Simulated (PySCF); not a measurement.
Compound: C₄H₁₀OSi.
Structure used (PBE0-D3(BJ)/def2-SVP), in Å, numbered top down from 1:
```xyz
16
C4H10OSi angstrom
C      2.4747    0.1739    0.1673
O      1.3886   -0.6216    0.5145
C      0.2493   -0.3584   -0.2363
C     -0.9869   -1.1473    0.2298
C     -2.1121   -0.1672   -0.1802
Si    -0.8328    1.2284   -0.0429
H      2.7902    0.0171   -0.8839
H      3.3146   -0.0860    0.8267
H      2.2481    1.2537    0.2916
H      0.4309   -0.5442   -1.3184
H     -1.0678   -2.1719   -0.1700
H     -0.9300   -1.2259    1.3283
H     -3.0149   -0.1774    0.4449
H     -2.4170   -0.3157   -1.2288
H     -0.7477    1.8196    1.3282
H     -0.8090    2.3264   -1.0609
```

All values: PBE0/pcSseg-1 and B3LYP/def2-SVPD (PySCF, non-relativistic), on one gas-phase PBE0-D3(BJ)/def2-SVP geometry that isn't relaxed in the solvent. The solvent is an IEF-PCM continuum (cavity from Bondi-type radii × 1.2). The model holds no explicit solvent molecules, cavitation or dispersion.

Gas phase at PBE0/pcSseg-1: HOMO -6.78 eV, LUMO 0.36 eV, dipole 1.00 D.

Q: What does the continuum do to the energy, the frontier levels and the dipole at PBE0/pcSseg-1 in chloroform and acetone?

A: 
| solvent | ε | E(solvent) − E(gas) (kJ/mol) | polarisation term (kJ/mol) | distortion of the solute (kJ/mol) | HOMO (eV) | LUMO (eV) | dipole (D) |
| --- | --- | --- | --- | --- | --- | --- | --- |
| chloroform | 4.711 | -7.91 | -8.61 | 0.70 | -6.76 | 0.46 | 1.28 |
| acetone | 20.49 | -10.74 | -12.13 | 1.39 | -6.77 | 0.48 | 1.41 |

Polarisation term: ½ Σ q·V over the induced surface charges. Distortion: the rise of the solute's own energy as its density leaves the gas-phase optimum. From chloroform to acetone the lowering changes by a factor 1.36, Onsager's factor (ε − 1)/(2ε + 1) by 1.30 and ε itself by 4.3.

Q: Which radius a makes the point-dipole formula ΔE = −[(ε − 1)/(2ε + 1)]·μ²/a³ give the value in acetone, with the gas-phase dipole?

A: μ = 0.395 au and |ΔE| = 0.00409 Eh give a = 1.38 Å; the farthest nucleus lies 3.42 Å from the centroid of the nuclei, so such a sphere wouldn't even hold the nuclei. The formula assumes a rigid point dipole at the centre of a sphere.

Q: Give the dipole vector in the frame of the coordinates (D, pointing from negative to positive charge), gas and acetone.

A: Gas (0.04, 0.50, -0.87), solvent (0.00, 0.70, -1.23). Its length changes by +41 % and its direction by 2°.

Q: Which Hirshfeld charges (PBE0/pcSseg-1) respond most in acetone (means over atoms taken as equivalent)?

A: 
```tsv
atoms	environment	gas (e)	solvent (e)	change
O2	ether oxygen	-0.139	-0.157	-0.018
H10	methine hydrogen	+0.026	+0.033	+0.007
H14	methylene hydrogen	+0.038	+0.042	+0.004
H7/H8/H9	methyl hydrogen	+0.038	+0.042	+0.004
Si6	SiH2 silicon	+0.316	+0.320	+0.004
H15	Si–H hydrogen	-0.077	-0.081	-0.004
C4	four-membered-ring carbon	-0.075	-0.079	-0.004
H12	methylene hydrogen	+0.043	+0.040	-0.003
C1	methoxy carbon	-0.040	-0.042	-0.002
C3	sp3 carbon bound to oxygen	-0.038	-0.041	-0.003
H13	methylene hydrogen	+0.039	+0.041	+0.002
C5	sp3 carbon bound to silicon	-0.161	-0.160	+0.001
```

Gas phase at B3LYP/def2-SVPD: HOMO -6.64 eV, LUMO -0.06 eV, dipole 0.95 D.

Q: What does the continuum do to the energy, the frontier levels and the dipole at B3LYP/def2-SVPD in acetone?

A: 
```csv
solvent,ε,E(solvent) − E(gas) (kJ/mol),polarisation term (kJ/mol),distortion of the solute (kJ/mol),HOMO (eV),LUMO (eV),dipole (D)
acetone,20.49,-10.57,-12.28,1.71,-6.61,0.08,1.41
```

Q: How does the static polarisability (B3LYP/def2-SVPD, frozen core, with the continuum's full static response) change?

A: 
| medium | isotropic (au) | principal values (au) | ⟨r²⟩ of the electrons (bohr²) |
| --- | --- | --- | --- |
| gas | 81.2 | 70.1, 84.8, 88.5 | 815.9 |
| acetone | 109.0 | 98.4, 111.6, 117.2 | 815.5 |

The isotropic value in acetone is 1.34 times the gas-phase one; no cavity-field correction is applied. ⟨r²⟩ is taken about the centre of nuclear charge.

Time: 17 s; peak memory 0.93 GiB. Hardware: one thread of an Arm Neoverse V1, shared host with 32 logical CPUs at a one-minute load of 24. This is the whole shielding run at PBE0/pcSseg-1 in acetone, SCF included.
